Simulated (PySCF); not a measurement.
C₂H₁₁GeN₂P.
SMILES with atom numbers: `[CH3:1][N:2]([CH3:3])[Ge@@H:4]([NH2:5])[PH2:6]` (hydrogens: H7, H8, H9 on C1; H10, H11, H12 on C3; H13 on Ge4; H14, H15 on N5; H16, H17 on P6)

Structure used (PBE0-D3(BJ)/def2-SVP), in Å, numbered top down from 1:
```xyz
17
C2H11GeN2P angstrom
C     -1.8384   -0.1726   -0.4631
N     -0.5970    0.2374    0.1359
C     -0.3047   -0.3932    1.3971
Ge     0.7941    0.7315   -0.9454
N      1.9626    1.6092    0.1598
P      1.9115   -1.0876   -1.8981
H     -2.0161    0.3748   -1.4024
H     -1.8817   -1.2583   -0.6958
H     -2.6879    0.0474    0.2105
H     -0.2434   -1.5011    1.3314
H     -1.0892   -0.1571    2.1404
H      0.6522   -0.0175    1.7891
H      0.1526    1.5621   -2.0828
H      2.9240    1.6360   -0.1664
H      1.6759    2.5413    0.4479
H      2.9684   -0.2781   -2.4223
H      2.6194   -1.3743   -0.6894
```

Computed, not measured: core-valence-separated Tamm–Dancoff BHandHLYP/aug-pcX-1 (pcseg-1 on H, def2-SVPD on Ge, def2-SVPD on P) in PySCF, non-relativistic, gas phase, PBE0-D3(BJ)/def2-SVP geometry. The energies are unshifted.

**Question.** List the carbon K-edge absorption lines.

**Answer.** 
```tsv
E (eV)	f	core hole on	main final orbital
286.07	0.0113	C3	LUMO (37 %)
286.11	0.0109	C1	LUMO+1 (65 %)
286.75	0.0289	C3	spread
286.83	0.0328	C1	spread
286.88	0.0539	C1/C3	spread (2 roots, f summed)
286.97	0.0083	C3	spread
287.07	0.0076	C1	spread
287.52	0.0084	C1/C3	LUMO/LUMO+1 (2 roots, f summed)
287.71	0.0105	C3	spread
```

The first line with a tenth or more of the strongest one's intensity is at 286.07 eV (f = 0.011), with the hole on C3 (N-methyl carbon). The strongest listed is at 286.88 eV (f = 0.054, sum of 2; C1/C3).

**Question.** List the nitrogen K-edge absorption lines.

**Answer.** 
```csv
E (eV),f,core hole on,main final orbital
398.93,0.0081,N5,LUMO (57 %)
399.66,0.0250,N2,LUMO+5 (34 %)
399.76,0.0357,N5,spread
400.11,0.0345,N5,spread
400.38,0.0053,N2,LUMO (54 %)
400.65,0.0012,N2,LUMO+1 (84 %)
400.88,0.0031,N2,LUMO+2 (55 %)
400.92,0.0138,N5,LUMO+6 (41 %)
401.20,0.0083,N2,LUMO+4 (69 %)
401.22,0.0025,N5,spread
401.34,0.0054,N2,LUMO+3 (67 %)
```

The first line with a tenth or more of the strongest one's intensity is at 398.93 eV (f = 0.008), with the hole on N5 (nitrogen bonded to Ge and 2 H). The strongest listed is at 399.76 eV (f = 0.036; N5).

Roots within 0.03 eV whose holes lie on the same, on equivalent or on shared atoms are summed into one line, and the highest roots are left out, as the search may have cut off their partners. Final orbitals are the ground state's empty Kohn–Sham orbitals.

**Question.** What are the wavelength and the wavenumber of the 286.11 eV line?

**Answer.** λ = 12398.42 eV Å/286.11 eV = 43.334 Å; 2.3076 × 10⁶ cm⁻¹.

The ionisation thresholds weren't computed; near and above them a finite basis only mimics Rydberg series and continuum. The BHandHLYP/aug-pcX-1 (pcseg-1 on H, def2-SVPD on Ge, def2-SVPD on P) calculation is non-relativistic and has no spin–orbit coupling, an omission that weighs most on germanium.

The run took 27 s of wall time on an Arm Neoverse V1 with one thread, shared host.

One conformer stands for the species.
